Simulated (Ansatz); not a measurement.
Ansatz (a quantum-chemistry and plane-wave program) input (RPA@PBE/cc-pV(Q+d)Z):
A basis named .json is the Basis Set Exchange file of that set.

Ansatz 0.2 input:
```yaml
crystal:
  periodic: [false, false, false]
  atoms:
    - {symbol: C, position_ang: [-1.63289336, 0.38568142, -0.07813655]}
    - {symbol: N, position_ang: [-0.38177402, -0.20321103, -0.52811538]}
    - {symbol: Si, position_ang: [1.10077817, -0.16632377, 0.35839322]}
    - {symbol: H, position_ang: [-2.20609698, 0.76825415, -0.92633538]}
    - {symbol: H, position_ang: [-1.41984233, 1.22777987, 0.58166015]}
    - {symbol: H, position_ang: [-2.26547748, -0.31926744, 0.47256508]}
    - {symbol: H, position_ang: [-0.50730854, -0.94197593, -1.20464142]}
    - {symbol: H, position_ang: [2.17619820, -0.53601591, -0.60707555]}
    - {symbol: H, position_ang: [1.28141114, 1.23814678, 0.83194897]}
basis:
  gaussian:
    orbitals: cc-pV_Q+d_Z.json
hamiltonian:
  xc: pbe
magnetization: {spin_polarized: true, initial_magnetization: 1}
correlation: {method: rpa, electrons: outside_noble_gas}
```

Output:

```
Functional definition: PBE
integrals: 1.45 GiB planned
2070 factors; integrals over basis functions are off by at most 7.2e-4 eV
0.57 GiB of the device are held for the grids
2.46 GiB of device memory are held for the factors and their scratch space
mean field: 3.02 GiB planned
mean field evaluation 1: about -10483.6665 eV, gradient 5.2e1 eV
mean field evaluation 2: about -10483.6644 eV, gradient 5.2e1 eV
mean field evaluation 4: about -10493.1785 eV, gradient 2.0e1 eV
mean field evaluation 8: about -10495.4928 eV, gradient 5.5e-1 eV
mean field evaluation 16: about -10495.4942 eV, gradient 2.7e-4 eV
mean field evaluation 32: about -10480.6860 eV, gradient 3.7e1 eV
mean field -10495.49419299 eV, -385.7022974910 hartree, gradient 3.8e-6 eV, S^2 0.752505; 1 other end points of the search recorded, 0 dependent functions left out
7 core orbitals not correlated
reference -10469.23723467 eV, -384.7373720704 hartree; 10, 9 occupied and 337, 338 virtual orbitals, 2070 factors
Total energy: -10494.92322675 eV, -385.6813148687 hartree
```

It need not be the lowest isomer of its formula.
